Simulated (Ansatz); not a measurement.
Born–Oppenheimer molecular dynamics of CH4F2OSi2 (10 atoms, charge 0, multiplicity 1). It starts from a relaxed structure.

Method: RKS CAM-B3LYP/STO-3G (Ansatz 0.2.0).

- ensemble: NVT, Langevin thermostat
- time step: 2.5 fs
- steps asked: 40
- set temperature: 50 K
- friction: 0.02 /fs
- seed: 112414

First frame:

```xyz
10
Properties=species:S:1:pos:R:3
O 1.313 -1.823 -0.938
C 0.804 -0.829 -1.504
Si -0.222 0.530 -0.607
F -1.684 0.605 -1.339
F 0.473 1.973 -0.949
Si -0.364 0.119 1.617
H 0.943 -0.700 -2.614
H -1.001 -1.149 1.850
H 0.950 0.085 2.203
H -1.129 1.138 2.284
```

Q: How far do the bonds stretch over the last three quarters of this one trajectory? (Pairs bonded in most of those frames.)

A: 
```csv
bond,mean (Å),spread (Å),shortest,longest
O1–C2,1.252,0.008,1.24,1.26
C2–Si3,1.924,0.015,1.90,1.95
C2–H7,1.127,0.011,1.11,1.14
Si3–F4,1.639,0.008,1.63,1.65
Si3–F5,1.638,0.010,1.62,1.65
Si3–Si6,2.273,0.023,2.24,2.31
Si6–H8,1.439,0.017,1.41,1.47
Si6–H9,1.439,0.019,1.41,1.47
Si6–H10,1.440,0.022,1.41,1.47
```

Mean temperature of the second half: 44 K. The mean temperature of the second half is 12 % below the set value. A step of 2.5 fs is long for free X–H stretches (periods near 10 fs) and can bias their spread and the temperature. A run of 0.1 ps of so small a system gives no equilibrium averages. Limits of this set-up: minimal basis.

Time of the run: 73 s on 1 thread of Intel(R) Xeon(R) 6975P-C (Granite Rapids), on a shared host, peak memory 0.22 GiB.
